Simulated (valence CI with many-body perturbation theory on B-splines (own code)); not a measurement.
# E1 transitions of Au64+

Level of theory: relativistic CI+MBPT: five valence electrons over a frozen Dirac-Fock core [Ne], a basis of 9 s, 9 p, 8 d, 6 f, 3 g, 1 h functions for each j, with the one-electron correlation potential Σ1 (screened to all orders), the two-electron term Σ2, the three-electron term Σ3, Breit, model QED; selected single and double excitations, second order for the rest (own B-spline code, finite nucleus).

No measured spectrum was set against this ion. As an estimate, large intervals hold to a few tenths of a per cent, small ones and those within an open d or f shell to about a per cent. Among the levels kept, up to 640 cm⁻¹ of a level comes from second order outside the variational space, and about a tenth of that is noise between levels of different J, which matters for small intervals.

Lines 151 to 200 of 225 in falling wavelength, among levels below 9294.0 × 10³ cm⁻¹, chosen from the strongest by gf and those to the six lowest levels. Wavelengths and rates use the calculated energies. Electric multipoles are in the length gauge, E1 and E2 with the static RPA response of the core. Weak lines are less certain than strong ones. Lines between different terms over intervals too small for the method are left out, as are lines whose strength nearly cancels. The highest levels of a list are the least certain.

Levels are named by their leading jj configuration (3d3/2^4 stands for four electrons in 3d with j = 3/2), which in mixed levels can hold well under half, so a name can repeat and another be missing. Letters in brackets count levels of one name in rising energy.

| λ vac (Å) | Upper | Lower | A (s⁻¹) | log gf | Branch % |
| --- | --- | --- | --- | --- | --- |
| 32.17 | (3s^2 3p1/2 3p3/2 3d5/2) J=7/2 [b] | (3s^2 3p1/2 3p3/2^2) J=5/2 | 6.56e+11 | -0.09 | 100.0 |
| 32.16 | (3s^2 3p1/2 3d3/2 3d5/2) J=3/2 | (3s^2 3p1/2 3p3/2 3d3/2) J=1/2 [a] | 1.67e+11 | -0.98 | 26.6 |
| 32.07 | (3s^2 3p1/2 3d3/2 3d5/2) J=7/2 [b] | (3s^2 3p1/2 3p3/2 3d3/2) J=5/2 [b] | 4.53e+11 | -0.25 | 6.5 |
| 32.05 | (3s 3p1/2^2 3p3/2 3d5/2) J=3/2 [a] | (3s 3p1/2^2 3p3/2^2) J=5/2 | 6.53e+10 | -1.40 | 5.0 |
| 32.04 | (3s 3p1/2^2 3p3/2 3d5/2) J=3/2 [b] | (3s 3p1/2^2 3p3/2^2) J=3/2 | 4.59e+10 | -1.55 | 2.6 |
| 31.97 | (3s^2 3p1/2 3d3/2 3d5/2) J=1/2 | (3s^2 3p1/2 3p3/2 3d3/2) J=3/2 [a] | 1.15e+11 | -1.45 | 20.3 |
| 31.93 | (3s^2 3p1/2 3d3/2 3d5/2) J=1/2 | (3s^2 3p1/2 3p3/2 3d3/2) J=1/2 [a] | 4.20e+11 | -0.89 | 74.2 |
| 31.85 | (3s^2 3p1/2 3d3/2 3d5/2) J=3/2 | (3s^2 3p1/2 3p3/2 3d3/2) J=5/2 [a] | 6.38e+10 | -1.41 | 10.2 |
| 31.40 | (3s^2 3p1/2 3p3/2 3d5/2) J=3/2 [b] | (3s^2 3p1/2 3p3/2^2) J=5/2 | 8.05e+10 | -1.32 | 16.4 |
| 31.33 | (3s^2 3p1/2 3p3/2 3d5/2) J=5/2 [b] | (3s^2 3p1/2 3p3/2^2) J=3/2 | 7.78e+11 | -0.16 | 82.7 |
| 30.95 | (3s 3p1/2^2 3p3/2 3d5/2) J=7/2 [b] | (3s 3p1/2^2 3p3/2^2) J=5/2 | 2.14e+11 | -0.61 | 10.8 |
| 30.43 | (3s^2 3p1/2 3p3/2 3d5/2) J=3/2 [b] | (3s^2 3p1/2 3p3/2^2) J=3/2 | 3.75e+06 | -5.68 | 0.0 |
| 30.18 | (3s^2 3p1/2 3d3/2 3d5/2) J=3/2 | (3s 3p1/2^2 3p3/2^2) J=3/2 | 1.89e+10 | -1.99 | 3.0 |
| 30.14 | (3s^2 3p1/2 3p3/2 3d5/2) J=1/2 | (3s^2 3p1/2 3p3/2^2) J=3/2 | 7.85e+10 | -1.67 | 11.4 |
| 29.82 | (3s 3p1/2^2 3p3/2 3d5/2) J=5/2 [b] | (3s 3p1/2^2 3p3/2^2) J=5/2 | 3.18e+10 | -1.59 | 2.1 |
| 29.64 | (3s 3p1/2^2 3p3/2 3d5/2) J=3/2 [b] | (3s 3p1/2^2 3p3/2^2) J=5/2 | 2.76e+10 | -1.84 | 1.5 |
| 29.57 | (3s^2 3p1/2 3d3/2 3d5/2) J=7/2 [b] | (3s^2 3p1/2 3p3/2 3d3/2) J=7/2 | 1.11e+10 | -1.94 | 0.2 |
| 28.78 | (3s^2 3p1/2 3d3/2 3d5/2) J=7/2 [a] | (3s 3p1/2^2 3p3/2^2) J=5/2 | 7.89e+09 | -2.11 | 1.5 |
| 28.66 | (3s^2 3p1/2 3d3/2 3d5/2) J=7/2 [b] | (3s^2 3p1/2 3p3/2 3d3/2) J=5/2 [a] | 1.94e+10 | -1.72 | 0.3 |
| 23.10 | (3s 3p1/2^2 3p3/2 3d3/2) J=5/2 [a] | (3s^2 3p1/2^2 3d5/2) J=5/2 | 4.04e+08 | -3.71 | 0.7 |
| 23.00 | (3s 3p1/2^2 3p3/2 3d3/2) J=3/2 [a] | (3s^2 3p1/2^2 3d5/2) J=5/2 | 1.41e+08 | -4.35 | 0.1 |
| 22.60 | (3s 3p1/2^2 3p3/2 3d3/2) J=7/2 | (3s^2 3p1/2^2 3d5/2) J=5/2 | 2.09e+10 | -1.89 | 34.9 |
| 21.83 | (3s 3p1/2^2 3p3/2 3d3/2) J=3/2 [b] | (3s^2 3p1/2^2 3d5/2) J=5/2 | 5.07e+09 | -2.84 | 0.5 |
| 21.42 | (3s 3p1/2^2 3p3/2 3d3/2) J=5/2 [b] | (3s^2 3p1/2^2 3d5/2) J=5/2 | 7.55e+09 | -2.51 | 0.4 |
| 20.64 | (3s^2 3p3/2^3) J=3/2 | (3s^2 3p1/2^2 3d5/2) J=5/2 | 2.53e+08 | -4.19 | 1.9 |
| 20.32 | (3s^2 3p1/2 3d3/2^2) J=5/2 | (3s^2 3p1/2^2 3d5/2) J=5/2 | 7.23e+08 | -3.57 | 0.0 |
| 19.17 | (3s 3p1/2 3p3/2^3) J=3/2 | (3s^2 3p1/2 3p3/2^2) J=1/2 | 4.61e+10 | -1.99 | 2.4 |
| 18.79 | (3s^2 3p1/2 3d3/2^2) J=3/2 | (3s^2 3p1/2^2 3d5/2) J=5/2 | 2.39e+10 | -2.30 | 0.2 |
| 18.74 | (3s 3p1/2^2 3p3/2 3d3/2) J=5/2 [a] | (3s^2 3p1/2^2 3d3/2) J=3/2 | 7.66e+09 | -2.62 | 14.0 |
| 18.68 | (3s 3p1/2 3p3/2^3) J=3/2 | (3s^2 3p1/2 3p3/2^2) J=5/2 | 6.78e+10 | -1.85 | 3.5 |
| 18.68 | (3s 3p1/2^2 3p3/2 3d3/2) J=3/2 [a] | (3s^2 3p1/2^2 3d3/2) J=3/2 | 8.24e+10 | -1.76 | 56.2 |
| 18.62 | (3s 3p1/2^2 3p3/2^2) J=5/2 | (3s^2 3p1/2^2 3p3/2) J=3/2 | 5.52e+11 | -0.76 | 94.6 |
| 18.62 | (3s 3p1/2^2 3p3/2 3d5/2) J=5/2 [a] | (3s^2 3p1/2^2 3d5/2) J=5/2 | 3.37e+11 | -0.98 | 52.7 |
| 18.60 | (3s 3p1/2^2 3p3/2 3d3/2) J=1/2 [a] | (3s^2 3p1/2^2 3d3/2) J=3/2 | 8.12e+09 | -3.07 | 14.8 |
| 18.41 | (3s 3p1/2^2 3p3/2 3d5/2) J=7/2 [a] | (3s^2 3p1/2^2 3d5/2) J=5/2 | 6.17e+10 | -1.60 | 12.5 |
| 18.33 | (3s 3p1/2 3p3/2^3) J=3/2 | (3s^2 3p1/2 3p3/2^2) J=3/2 | 1.79e+12 | -0.44 | 93.8 |
| 18.29 | (3s 3p1/2^2 3p3/2 3d5/2) J=3/2 [a] | (3s^2 3p1/2^2 3d5/2) J=5/2 | 2.22e+11 | -1.35 | 17.1 |
| 17.92 | (3s 3p1/2^2 3p3/2 3d5/2) J=7/2 [b] | (3s^2 3p1/2^2 3d5/2) J=5/2 | 1.68e+12 | -0.19 | 84.4 |
| 17.89 | (3s 3p1/2^2 3p3/2 3d3/2) J=3/2 [b] | (3s^2 3p1/2^2 3d3/2) J=3/2 | 9.91e+11 | -0.72 | 91.2 |
| 17.78 | (3s 3p1/2^2 3p3/2^2) J=3/2 | (3s^2 3p1/2^2 3p3/2) J=3/2 | 1.35e+12 | -0.59 | 95.8 |
| 17.70 | (3s 3p1/2^2 3p3/2^2) J=1/2 | (3s^2 3p1/2^2 3p3/2) J=3/2 | 1.09e+12 | -0.99 | 96.3 |
| 17.62 | (3s 3p1/2^2 3p3/2 3d3/2) J=5/2 [b] | (3s^2 3p1/2^2 3d3/2) J=3/2 | 1.72e+12 | -0.32 | 95.4 |
| 17.54 | (3s 3p1/2^2 3p3/2 3d5/2) J=5/2 [b] | (3s^2 3p1/2^2 3d5/2) J=5/2 | 8.04e+11 | -0.65 | 53.0 |
| 17.48 | (3s 3p1/2^2 3p3/2 3d3/2) J=1/2 [b] | (3s^2 3p1/2^2 3d3/2) J=3/2 | 2.18e+12 | -0.70 | 95.7 |
| 17.48 | (3s 3p1/2^2 3p3/2 3d5/2) J=3/2 [b] | (3s^2 3p1/2^2 3d5/2) J=5/2 | 1.33e+12 | -0.61 | 74.1 |
| 17.25 | (3s^2 3p1/2 3p3/2 3d3/2) J=5/2 [a] | (3s^2 3p1/2^2 3p3/2) J=3/2 | 2.19e+09 | -3.23 | 19.9 |
| 17.18 | (3s^2 3p1/2 3d3/2 3d5/2) J=7/2 [a] | (3s^2 3p1/2^2 3d5/2) J=5/2 | 1.12e+11 | -1.40 | 21.6 |
| 17.16 | (3s^2 3p1/2 3p3/2 3d3/2) J=1/2 [a] | (3s^2 3p1/2^2 3p3/2) J=3/2 | 2.06e+09 | -3.74 | 15.0 |
| 17.15 | (3s^2 3p1/2 3p3/2 3d3/2) J=3/2 [a] | (3s^2 3p1/2^2 3p3/2) J=3/2 | 4.78e+11 | -1.07 | 94.4 |
| 17.09 | (3s^2 3p3/2^3) J=3/2 | (3s^2 3p1/2^2 3d3/2) J=3/2 | 6.41e+09 | -2.95 | 48.2 |

Problem. How does gf follow from A for the line at 17.92 Å?

Solution. gf = 1.4992 × (2J+1)_upper × A / σ², with σ = 5579391 cm⁻¹ and 2J+1 = 8: gf = 0.646.
